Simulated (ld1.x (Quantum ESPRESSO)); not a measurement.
## u(r) = r·R(r): atom against pseudo-atom (carbon)

Columns: radius, all-electron u(r) and pseudo u(r) of the 2p shell (level -5.24 eV) of carbon in the configuration [He] 2s2 2p2; PBEsol, non-relativistic, RRKJ scheme, ld1.x (Quantum ESPRESSO) 7.5.

```
r (bohr)  all-electron  pseudo
   0.118        0.0623  0.0213
   0.235        0.1824  0.0820
   0.353        0.3101  0.1757
   0.470        0.4230  0.2896
   0.588        0.5168  0.4119
   0.705        0.5895  0.5269
   0.822        0.6429  0.6242
   0.940        0.6789  0.6969
   1.058        0.6995  0.7413
   1.175        0.7074  0.7592
   1.292        0.7053  0.7558
   1.410        0.6954  0.7372
   1.528        0.6796  0.7096
   1.645        0.6595  0.6782
   1.763        0.6361  0.6460
   1.880        0.6108  0.6150
   1.998        0.5839  0.5852
   2.115        0.5566  0.5568
   2.232        0.5290  0.5290
   2.350        0.5012  0.5012
   2.468        0.4739  0.4739
   2.585        0.4475  0.4475
   2.702        0.4219  0.4219
   2.820        0.3969  0.3969
   2.938        0.3730  0.3730
   3.055        0.3504  0.3504
```

**Question.** How many radial nodes do the two functions have?

**Answer.** The all-electron 2p function has n − l − 1 = 0; the pseudo-wave has 0.

**Question.** At about which radius was the pseudo-wave matched?

**Answer.** 2.35 bohr. The columns agree to 0.0005 from 2.12 bohr on; several derivatives are matched, so the curves merge somewhat inside the radius.

**Question.** Is the pseudo-wave norm-conserving?

**Answer.** Yes: the RRKJ scheme keeps the norm inside the radius equal to the all-electron one, which fixes the energy derivative of the logarithmic derivative at the level.
